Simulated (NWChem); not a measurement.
All runs are NWChem calculations. System: C$_{3}$H$_{3}$F$_{3}$, charge 0, spin multiplicity 1, displaced from the optimised geometry. The structure started from a generated list of species. Level: B3LYP/def2-SVP, VWN1-RPA local correlation.

Part of the output:

```
             Northwest Computational Chemistry Package (NWChem) 7.3.0
             --------------------------------------------------------

                                NWChem Input Module
                                -------------------

 Scaling coordinates for geometry "geometry" by  1.889725989
 (inverse scale =  0.529177249)

 Turning off AUTOSYM since
 SYMMETRY directive was detected!

                             Geometry "geometry" -> ""
                             -------------------------

 Output coordinates in angstroms (scale by  1.889725989 to convert to a.u.)

  No.       Tag          Charge          X              Y              Z
 ---- ---------------- ---------- -------------- -------------- --------------
    1 F                    9.0000     1.90048700    -1.25176200     0.00000000
    2 C                    6.0000     1.73817700     0.10717200     0.00000000
    3 C                    6.0000     0.50838700     0.70649300     0.00000000
    4 C                    6.0000    -0.81274800    -0.05355800     0.00000000
    5 F                    9.0000    -1.56687300     0.29996900     1.12540000
    6 F                    9.0000    -1.56687300     0.29996900    -1.12540000
    7 H                    1.0000     2.71895800     0.65817100     0.00000000
    8 H                    1.0000     0.45246800     1.82749900     0.00000000
    9 H                    1.0000    -0.67498600    -1.17989100     0.00000000

 Effective nuclear repulsion energy (a.u.)     230.4688166232

            Nuclear Dipole moment (a.u.)
            ----------------------------
        X                 Y               Z
 ---------------- ---------------- ----------------
     0.0000094486     0.0000094486     0.0000000000

      Symmetry information
      --------------------

 Group name             Cs
 Group number              2
 Group order               2
 No. of unique centers     8

      Symmetry unique atoms

     1    2    3    4    5    7    8    9


 Summary of "ao basis" -> "" (spherical)
 ------------------------------------------------------------------------------
       Tag                 Description            Shells   Functions and Types
 ---------------- ------------------------------  ------  ---------------------
 *                          def2-svp                  on all atoms

                                 NWChem DFT Module
                                 -----------------

 Summary of "ao basis" -> "ao basis" (spherical)
 ------------------------------------------------------------------------------
       Tag                 Description            Shells   Functions and Types
 ---------------- ------------------------------  ------  ---------------------
 F                          def2-svp                 6       14   3s2p1d
 C                          def2-svp                 6       14   3s2p1d
 H                          def2-svp                 3        5   2s1p

 Summary of "ao basis" -> "ao basis" (spherical)
 ------------------------------------------------------------------------------
       Tag                 Description            Shells   Functions and Types
 ---------------- ------------------------------  ------  ---------------------
 F                          def2-svp                 6       14   3s2p1d
 C                          def2-svp                 6       14   3s2p1d
 H                          def2-svp                 3        5   2s1p

      Symmetry analysis of basis
      --------------------------

        a'         66
        a"         33

  itol2e modified to match energy
  convergence criterion.
  tol_rho modified to match energy
  convergence criterion.

            General Information
            -------------------
          SCF calculation type: DFT
          Wavefunction type:  closed shell.
          No. of atoms     :     9
          No. of electrons :    48
           Alpha electrons :    24
            Beta electrons :    24
          Charge           :     0
          Spin multiplicity:     1
          Use of symmetry is: on ; symmetry adaption is: on
          Maximum number of iterations: 100
          AO basis - number of functions:    99
                     number of shells:    45
[...]
    60      0.122886  5 F  px                74     -0.122886  6 F  px
    63     -0.087309  5 F  px                77      0.087309  6 F  px

 Vector   25  Occ=0.000000D+00  E=-3.504590D-02  Symmetry=a"
              MO Center=  9.9D-01,  2.9D-01, -2.6D-16, r^2= 2.4D+00
   Bfn.  Coefficient  Atom+Function         Bfn.  Coefficient  Atom+Function
  ----- ------------  ---------------      ----- ------------  ---------------
    23      0.539896  2 C  pz                20      0.495102  2 C  pz
    37     -0.468857  3 C  pz                34     -0.394066  3 C  pz
    51     -0.185182  4 C  pz                 6      0.183601  1 F  pz
     9     -0.177064  1 F  pz                48     -0.156368  4 C  pz
    60     -0.124619  5 F  px                74      0.124619  6 F  px

 Vector   26  Occ=0.000000D+00  E= 5.118799D-02  Symmetry=a'
              MO Center=  1.5D+00,  1.2D+00, -3.0D-16, r^2= 4.8D+00
   Bfn.  Coefficient  Atom+Function         Bfn.  Coefficient  Atom+Function
  ----- ------------  ---------------      ----- ------------  ---------------
    86      1.349904  7 H  s                 91      1.166287  8 H  s
    17     -0.996654  2 C  s                 31     -0.679794  3 C  s
    22     -0.464078  2 C  py                36     -0.448459  3 C  py
    96     -0.386512  9 H  s                 21     -0.382459  2 C  px
    35      0.271036  3 C  px                45      0.271719  4 C  s

 Vector   27  Occ=0.000000D+00  E= 7.243782D-02  Symmetry=a'
              MO Center=  3.5D-01, -7.8D-01,  4.7D-17, r^2= 4.0D+00
   Bfn.  Coefficient  Atom+Function         Bfn.  Coefficient  Atom+Function
  ----- ------------  ---------------      ----- ------------  ---------------
    45      1.482136  4 C  s                 96     -1.464505  9 H  s
    17     -0.538318  2 C  s                 50     -0.486613  4 C  py
    49      0.478969  4 C  px                31     -0.469322  3 C  s
     3      0.448472  1 F  s                 22      0.387670  2 C  py
    36      0.374268  3 C  py                35      0.342142  3 C  px

 center of mass
 --------------
 x =  -0.07298004 y =  -0.03830541 z =   0.00000000

 moments of inertia (a.u.)
 ------------------
         330.821768300878         187.920811676204           0.000000000000
         187.920811676204         947.350069617136           0.000000000000
           0.000000000000           0.000000000000         934.464731386559

     Multipole analysis of the density
     ---------------------------------

     L   x y z        total         alpha         beta         nuclear
     -   - - -        -----         -----         ----         -------
     0   0 0 0     -0.000000    -24.000000    -24.000000     48.000000

     1   1 0 0      0.879500      0.439745      0.439745      0.000009
     1   0 1 0      0.229548      0.114769      0.114769      0.000009
     1   0 0 1      0.000000      0.000000      0.000000      0.000000

     2   2 0 0    -24.536378   -205.807406   -205.807406    387.078435
     2   1 1 0      3.026936     42.445209     42.445209    -81.863482
     2   1 0 1     -0.000000     -0.000000     -0.000000      0.000000
     2   0 2 0    -23.052835    -54.321771    -54.321771     85.590707
     2   0 1 1      0.000000      0.000000      0.000000      0.000000
     2   0 0 2    -26.467562    -53.939366    -53.939366     81.411170

  itol2e modified to match energy
  convergence criterion.

            General Information
            -------------------
          SCF calculation type: DFT
          Wavefunction type:  closed shell.
          No. of atoms     :     9
          No. of electrons :    48
           Alpha electrons :    24
            Beta electrons :    24
          Charge           :     0
          Spin multiplicity:     1
          Use of symmetry is: on ; symmetry adaption is: on
          Maximum number of iterations: 100
          AO basis - number of functions:    99
                     number of shells:    45
          Convergence on energy requested:  1.00D-09
          Convergence on density requested:  1.00D-08
          Convergence on gradient requested:  1.00D-07

              XC Information
              --------------
                         B3LYP Method XC Potential
                     Hartree-Fock (Exact) Exchange  0.200
                        Slater Exchange Functional  0.800 local
                    Becke 1988 Exchange Functional  0.720 non-local
              Lee-Yang-Parr Correlation Functional  0.810
                  VWN I RPA Correlation Functional  0.190 local

             Grid Information
             ----------------
          Grid used for XC integration:  medium
          Radial quadrature: Mura-Knowles
          Angular quadrature: Lebedev.
          Tag              B.-S. Rad. Rad. Pts. Rad. Cut. Ang. Pts.
          ---              ---------- --------- --------- ---------
          F                   0.50       49          11.0       434
          C                   0.70       49          10.0       434
          H                   0.35       45          10.0       434
          Grid pruning is: on
          Number of quadrature shells:   380
          Spatial weights used:  Erf1

          Convergence Information
          -----------------------
          Convergence aids based upon iterative change in
          total energy or number of iterations.
          Levelshifting, if invoked, occurs when the
          HOMO/LUMO gap drops below (HL_TOL):  1.00D-02
          DIIS, if invoked, will attempt to extrapolate
          using up to (NFOCK): 10 stored Fock matrices.

                    Damping( 0%)  Levelshifting(0.5)       DIIS
                  --------------- ------------------- ---------------
          dE  on:    start            ASAP                start
          dE off:    2 iters        100 iters           100 iters

      Screening Tolerance Information
      -------------------------------
          Density screening/tol_rho:  1.00D-12
          AO Gaussian exp screening on grid/accAOfunc:  21
          CD Gaussian exp screening on grid/accCDfunc:  20
          XC Gaussian exp screening on grid/accXCfunc:  20
          Schwarz screening/accCoul:  1.00D-10

                            NWChem DFT Gradient Module
                            --------------------------

  charge          =   0.00
  wavefunction    = closed shell

  Using symmetry

                         DFT ENERGY GRADIENTS

    atom               coordinates                        gradient
                 x          y          z           x          y          z
   1 F       3.591400  -2.365487   0.000000    0.004692  -0.026981   0.000000
   2 C       3.284678   0.202526   0.000000    0.016460  -0.002930   0.000000
   3 C       0.960712   1.335078   0.000000   -0.016585   0.009015   0.000000
   4 C      -1.535871  -0.101210   0.000000    0.005828  -0.000518   0.000000
   5 F      -2.960961   0.566859   2.126698   -0.015045   0.006292   0.024285
   6 F      -2.960961   0.566859  -2.126698   -0.015045   0.006292  -0.024285
   7 H       5.138086   1.243763   0.000000    0.017497   0.010467   0.000000
   8 H       0.855041   3.453472   0.000000   -0.001308   0.018948   0.000000
   9 H      -1.275539  -2.229671   0.000000    0.003506  -0.020586   0.000000

                 ----------------------------------------
                 |  Time  |  1-e(secs)   |  2-e(secs)   |
                 ----------------------------------------
                 |  CPU   |       0.01   |       1.70   |
                 ----------------------------------------
                 |  WALL  |       0.01   |       1.70   |
                 ----------------------------------------

 Task  times  cpu:        7.1s     wall:        7.1s

 Total times  cpu:        7.1s     wall:        7.1s
```

Task: Write an NWChem input that would produce this output.

Result: This is not unique; one that fits is 
```
start mol
memory heap 200 mb stack 800 mb global 1000 mb
geometry units angstroms nocenter noautoz
  F      1.900487    -1.251762     0.000000
  C      1.738177     0.107172     0.000000
  C      0.508387     0.706493     0.000000
  C     -0.812748    -0.053558     0.000000
  F     -1.566873     0.299969     1.125400
  F     -1.566873     0.299969    -1.125400
  H      2.718958     0.658171     0.000000
  H      0.452468     1.827499     0.000000
  H     -0.674986    -1.179891     0.000000
  symmetry group Cs
end
basis spherical
  * library def2-svp
end
dft
  xc b3lyp
  semidirect memsize 60000000 filesize 0
  iterations 100
  convergence energy 1e-9 density 1e-8 gradient 1e-7
end
task dft gradient
```
